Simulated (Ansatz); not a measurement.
A run on C$_{4}$H$_{14}$GaN$_{3}$, SMILES `C[N](C)[Ga]([NH2])[N](C)C` with other settings.

```yaml
crystal:
  periodic: [false, false, false]
  atoms:
    - {symbol: C, position_ang: [1.696854, -1.224428, -0.938757]}
    - {symbol: N, position_ang: [0.859335, -0.255253, -1.331485]}
    - {symbol: C, position_ang: [1.356301, 0.466679, -2.564722]}
    - {symbol: Ga, position_ang: [-0.588555, 0.221114, -0.452533]}
    - {symbol: N, position_ang: [-1.705373, 1.469303, -1.202025]}
    - {symbol: N, position_ang: [-0.854494, -0.131460, 1.387169]}
    - {symbol: C, position_ang: [-1.950749, 0.002767, 2.111098]}
    - {symbol: C, position_ang: [0.357794, -0.325863, 2.127594]}
    - {symbol: H, position_ang: [2.800218, -0.814283, -0.738742]}
    - {symbol: H, position_ang: [1.774858, -1.913026, -1.838395]}
    - {symbol: H, position_ang: [1.379440, -1.777349, -0.163540]}
    - {symbol: H, position_ang: [2.285796, 0.994462, -2.549990]}
    - {symbol: H, position_ang: [0.543375, 1.315023, -2.746511]}
    - {symbol: H, position_ang: [1.240507, -0.409128, -3.441745]}
    - {symbol: H, position_ang: [-2.705751, 1.783079, -0.637904]}
    - {symbol: H, position_ang: [-1.945518, 1.384261, -2.139488]}
    - {symbol: H, position_ang: [-1.968436, 0.682609, 2.946987]}
    - {symbol: H, position_ang: [-2.766892, 0.394908, 1.436722]}
    - {symbol: H, position_ang: [-2.280312, -0.870724, 2.506740]}
    - {symbol: H, position_ang: [0.317464, 0.296600, 3.015462]}
    - {symbol: H, position_ang: [1.337055, -0.327310, 1.783236]}
    - {symbol: H, position_ang: [0.257361, -1.398400, 2.603976]}
basis:
  gaussian: {orbitals: aug-pcseg-2}
hamiltonian: {xc: {name: PBEsol}}
scf: {lower_state_search: off}
output: {forces: true}
```

```sh
$ ansatz run in.yaml --threads 4 --pin off --events-out ev --progress --plain --max-ram 66560MiB --backend cuda --devices 0, --max-vram 37GiB
```

It prints (some lines left out):

```
Functional definition: PBEsol
2670 factors; their error is unknown
mean field evaluation 1: about -61086.1596 eV, gradient 1.5e2 eV
mean field evaluation 2: about -60801.0641 eV, gradient 3.3e2 eV
mean field evaluation 4: about -61128.2689 eV, gradient 4.8e1 eV
mean field evaluation 8: about -61132.6274 eV, gradient 6.7e-1 eV
mean field evaluation 16: about -61132.5132 eV, gradient 6.0e-2 eV
mean field evaluation 32: about -61132.5132 eV, gradient 6.3e-6 eV
mean field -61132.51316277 eV, -2246.5784216261 hartree, gradient 6.3e-6 eV, S^2 0.000000; 0 other end points of the search recorded, 0 dependent functions left out
reference -61132.51326443 eV, -2246.5784253619 hartree; 45, 45 occupied and 658, 658 virtual orbitals, 2670 factors
Total energy: -61132.51326443 eV, -2246.5784253619 hartree
Atom 0 at     1.696854    -1.224428    -0.938757 Å, force     5.002833    -0.390261    -3.133584 eV/Å
Atom 1 at     0.859335    -0.255253    -1.331485 Å, force     0.044405     3.788350    -2.211052 eV/Å
Atom 2 at     1.356301     0.466679    -2.564722 Å, force    -5.055417    -1.707808    -0.880049 eV/Å
Atom 3 at    -0.588555     0.221114    -0.452533 Å, force    -1.801628     0.950465     1.837817 eV/Å
Atom 4 at    -1.705373     1.469303    -1.202025 Å, force    -3.098715     1.405272     4.077608 eV/Å
Atom 5 at    -0.854494    -0.131460     1.387169 Å, force     5.644055     0.608660    -4.576665 eV/Å
Atom 6 at    -1.950749     0.002767     2.111098 Å, force    -3.873254     2.826285    -0.714287 eV/Å
Atom 7 at     0.357794    -0.325863     2.127594 Å, force    -2.899959    -2.986565     2.894953 eV/Å
Atom 8 at     2.800218    -0.814283    -0.738742 Å, force    -1.514893    -0.851090    -0.104599 eV/Å
Atom 9 at     1.774858    -1.913026    -1.838395 Å, force     0.601950    -0.241010     0.593979 eV/Å
Atom 10 at     1.379440    -1.777349    -0.163540 Å, force    -1.186808    -2.129736     3.269395 eV/Å
Atom 11 at     2.285796     0.994462    -2.549990 Å, force     1.313532    -0.081236     0.408558 eV/Å
Atom 12 at     0.543375     1.315023    -2.746511 Å, force     1.397108    -1.526516    -0.101976 eV/Å
Atom 13 at     1.240507    -0.409128    -3.441745 Å, force     0.748998     2.339224     1.561999 eV/Å
Atom 14 at    -2.705751     1.783079    -0.637904 Å, force     3.688911    -1.267421    -1.928285 eV/Å
Atom 15 at    -1.945518     1.384261    -2.139488 Å, force    -0.647064    -0.201276    -2.404919 eV/Å
Atom 16 at    -1.968436     0.682609     2.946987 Å, force     0.598003     1.093727     0.875766 eV/Å
Atom 17 at    -2.766892     0.394908     1.436722 Å, force     0.101656    -0.345438     0.523678 eV/Å
Atom 18 at    -2.280312    -0.870724     2.506740 Å, force    -1.462621    -3.499186     1.548112 eV/Å
Atom 19 at     0.317464     0.296600     3.015462 Å, force     0.201521     0.705439     0.597363 eV/Å
Atom 20 at     1.337055    -0.327310     1.783236 Å, force     1.774508     0.455872    -1.846389 eV/Å
Atom 21 at     0.257361    -1.398400     2.603976 Å, force     0.422881     1.054247    -0.287422 eV/Å
Dipole moment:    -0.056361    -0.020425    -0.137301 e Å
Checks for a lower state left out: stability, starts, cluster_reference, orbital_swaps, neighbouring_geometries, increment
```

It took 6.5 s on 4 threads of an AMD EPYC 7R13 on a shared host and a share of an NVIDIA H100 80 GB, with 1.2 GiB of host memory at the peak.
